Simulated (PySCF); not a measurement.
Methylethylisopropylamine, C6H15N.
Cartesian coordinates in Å at the PBE0-D3(BJ)/def2-SVP level; atoms count from 1:
```xyz
22
C6H15N angstrom
C     -2.084   -0.788   -0.148
C     -0.735   -0.546    0.511
N      0.127    0.321   -0.265
C     -0.254    1.706   -0.193
C      1.561    0.098   -0.102
C      1.993   -1.213   -0.746
C      2.060    0.206    1.342
H     -2.659    0.143   -0.265
H     -1.947   -1.226   -1.148
H     -2.694   -1.475    0.458
H     -0.231   -1.517    0.630
H     -0.892   -0.158    1.543
H     -1.302    1.835   -0.504
H      0.365    2.306   -0.879
H     -0.161    2.152    0.825
H      2.042    0.909   -0.677
H      1.628   -1.266   -1.782
H      1.603   -2.088   -0.202
H      3.090   -1.299   -0.752
H      3.159    0.155    1.381
H      1.753    1.156    1.806
H      1.669   -0.615    1.964
```

Level: PBE0/def2-SVPD in PySCF, non-relativistic, on one gas-phase PBE0-D3(BJ)/def2-SVP geometry that isn't relaxed in the solvent. The solvent is an IEF-PCM continuum (van der Waals radii × 1.2), and excitations are vertical TDDFT with non-equilibrium linear response and a frozen core. Only the electrostatic response of the medium enters.

| run | E − E(gas) (kJ/mol) | HOMO (eV) | HOMO–LUMO gap (eV) | dipole (D) | lowest singlet (eV) | static polarisability (au) |
| --- | --- | --- | --- | --- | --- | --- |
| gas | 0.00 | -5.89 | 6.61 | 0.52 | 5.54 | 85.2 |
| P | -6.13 | -5.88 | 6.71 | 0.75 | 5.63 | 105.6 |
| Q | -9.22 | -5.91 | 6.77 | 0.91 | 5.69 | 116.3 |

The runs were made in chloroform and dimethylsulfoxide. Which run belongs to which solvent?

P = chloroform, Q = dimethylsulfoxide. The dielectric constants are 4.711 (chloroform), 46.83 (dimethylsulfoxide), and the energy falls further as ε rises. The optical constants n² used for the excitations are 2.09, 2.19 in the same order. In this model the ground state sees the solvent through ε alone.

How constant is the ratio of the lowering to (ε − 1)/(2ε + 1)?

```csv
solvent,(ε − 1)/(2ε + 1),E − E(gas) (kJ/mol),ratio (kJ/mol),polarisation term (kJ/mol)
chloroform,0.356,-6.13,-17.2,-6.66
dimethylsulfoxide,0.484,-9.22,-19.0,-10.63
```

The ratio changes by +10.7 % in size from chloroform to dimethylsulfoxide. The polarisation term is half the interaction of the solute with the induced surface charges.
